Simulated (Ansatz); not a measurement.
Born–Oppenheimer molecular dynamics of a periodic cell of 36 atoms, H24CO11 (contents 10 H2O + 1 CH3OH, density as packed 1.07 g/cm³ with natural masses). It starts from a partly relaxed structure (largest force component 0.27 eV/Å).

The calculation used DFT PBE-D3(BJ), scalar-relativistic, plane waves, PAW (Ansatz). Settings: accuracy low, cutoff 420 eV, k mesh 1x1x1, fermi-dirac smearing 0.05 eV, no spin polarisation.

```yaml
ensemble: NVT, Langevin thermostat
time_step: 0.5 fs
steps_asked: 300
set_temperature: 1500 K
friction: 0.02 /fs
masses: H 2.014 u
seed: 926340
```

First frame:

```xyz
36
Lattice="6.9125 0.0000 0.0000 0.0000 6.9125 0.0000 0.0000 0.0000 6.9125" Properties=species:S:1:pos:R:3
O 2.282 3.846 1.778
H 2.025 3.439 0.896
H 3.043 4.416 1.530
O 6.059 1.497 5.494
H 6.066 2.489 5.632
H 6.847 1.319 4.938
O 4.899 4.325 3.366
H 4.660 5.167 2.921
H 4.043 3.864 3.428
O 6.015 1.095 1.278
H 6.120 1.259 0.296
H 5.560 1.883 1.627
O 1.875 5.647 5.199
H 1.346 6.069 4.485
H 1.468 5.967 6.043
O 3.891 6.096 1.100
H 3.114 6.625 1.355
H 4.641 6.728 1.208
O 1.054 0.722 3.431
H 0.618 1.093 2.635
H 1.998 0.984 3.410
O 0.575 5.680 0.701
H 0.170 6.350 1.283
H 1.089 5.056 1.289
O 5.681 4.058 6.025
H 5.488 4.450 5.143
H 6.239 4.683 6.537
O 3.937 0.331 3.917
H 4.639 0.749 4.476
H 3.506 -0.317 4.523
C 2.800 2.515 5.675
O 1.639 3.143 6.215
H 2.807 1.467 6.010
H 1.587 4.032 5.771
H 2.764 2.524 4.574
H 3.722 3.018 6.004
```

Task: What does the run give?

Result: The run went to its last step.

- steps done: 300
- time covered: 150 fs
- mean temperature over the second half: 1364 K
- spread of the potential energy over the second half: 21.4 meV per atom
- mean potential energy of the second half above the start: 177.9 meV per atom

A run of 0.15 ps of so small a system gives no equilibrium averages. Limits of this set-up: coarse k mesh, low accuracy level.

Task: What happens to the structure?

Result: Mean squared displacements from the first frame to the last, about the centre of mass: O 0.67 Å², H 1.51 Å², C 1.66 Å². This is one draw of velocities; another would differ in detail.

Task: How do temperature and energy run in time?

Result: 
| time (fs) | T (K) | potential energy less start (eV) |
| --- | --- | --- |
| 0.0 | 1458 | 0.000 |
| 5.0 | 1209 | 2.361 |
| 10.0 | 1142 | 3.586 |
| 15.0 | 1310 | 3.559 |
| 20.0 | 1078 | 4.051 |
| 25.0 | 1351 | 3.925 |
| 30.0 | 1407 | 4.204 |
| 35.0 | 1197 | 4.295 |
| 40.0 | 1101 | 4.532 |
| 45.0 | 1325 | 4.248 |
| 50.0 | 1270 | 4.519 |
| 55.0 | 1402 | 4.753 |
| 60.0 | 1509 | 4.992 |
| 65.0 | 1514 | 4.833 |
| 70.0 | 1332 | 5.671 |
| 75.0 | 1610 | 4.499 |
| 80.0 | 1218 | 5.653 |
| 85.0 | 1097 | 5.983 |
| 90.0 | 1142 | 6.179 |
| 95.0 | 1104 | 6.547 |
| 100.0 | 1241 | 6.172 |
| 105.0 | 1329 | 6.153 |
| 110.0 | 976 | 7.937 |
| 115.0 | 1387 | 6.714 |
| 120.0 | 1619 | 6.051 |
| 125.0 | 1136 | 8.289 |
| 130.0 | 1513 | 6.601 |
| 135.0 | 1922 | 5.347 |
| 140.0 | 1629 | 6.271 |
| 145.0 | 1355 | 7.156 |
| 150.0 | 1489 | 7.368 |

Time of the run: 10 min on 1 thread of Arm Neoverse V1, with other jobs on the host, peak memory 0.39 GiB.
